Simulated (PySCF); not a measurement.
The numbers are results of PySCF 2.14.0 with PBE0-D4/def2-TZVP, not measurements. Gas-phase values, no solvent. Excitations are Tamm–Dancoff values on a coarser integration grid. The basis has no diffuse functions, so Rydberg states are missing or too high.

Reference species (SMILES): `[O+]#[Ge-]` (neutral, multiplicity 1).

```
Item                                                 Value
------------------------------------------------  --------
adiabatic ionisation energy (no zero-point term)  10.75 eV
hole reorganisation energy (four-point)           0.673 eV
S1 excitation (TDA)                                4.79 eV
```

Changed species: `B=S`.

Give the shifts of the adiabatic ionisation energy (no zero-point term), hole reorganisation energy (four-point) and S1 excitation (TDA).

the adiabatic ionisation energy (no zero-point term) rises by 0.22 eV, to 10.97 eV; the hole reorganisation energy (four-point) falls by 0.338 eV, to 0.335 eV; the S1 excitation (TDA) goes up by 0.52 eV, to 5.31 eV.
